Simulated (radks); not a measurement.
Values are calculated unless marked as measured or tabulated.
As VI, 28 electrons, occupied as [Ar] 3d10.

Level of theory: Dirac Kohn-Sham, PBE, spin-unpolarised, spherical densities, point nucleus (a radial shooting solver on a logarithmic mesh with Libxc functionals).

Energy parts (hartree):
| part | energy |
|---|---|
| total | -2254.71982 |
| kinetic | 2305.71057 |
| electron-nucleus | -5372.53120 |
| Hartree | 894.11215 |
| exchange-correlation | -82.01134 |

Orbitals (lengths in bohr, moments of r in powers of bohr; r(max) is where P^2 peaks):
orbital  occ.  eigenvalue (hartree)     <r^2>   r(max)
1s1/2       2             -433.0900  0.002786  0.02973
2s1/2       2             -57.09988   0.04841   0.1701
2p1/2       2             -51.28438   0.03744   0.1342
2p3/2       4             -49.93987   0.03892   0.1372
3s1/2       2              -9.45752    0.4106   0.5217
3p1/2       2              -7.49986    0.4336   0.5152
3p3/2       4              -7.31442    0.4482   0.5237
3d3/2       4              -3.95639    0.5393   0.4741
3d5/2       6              -3.92891    0.5459   0.4769

The highest occupied level is 3d5/2 at -106.91 eV. The density falls to 0.001 e/bohr^3 at r = 2.17 bohr.
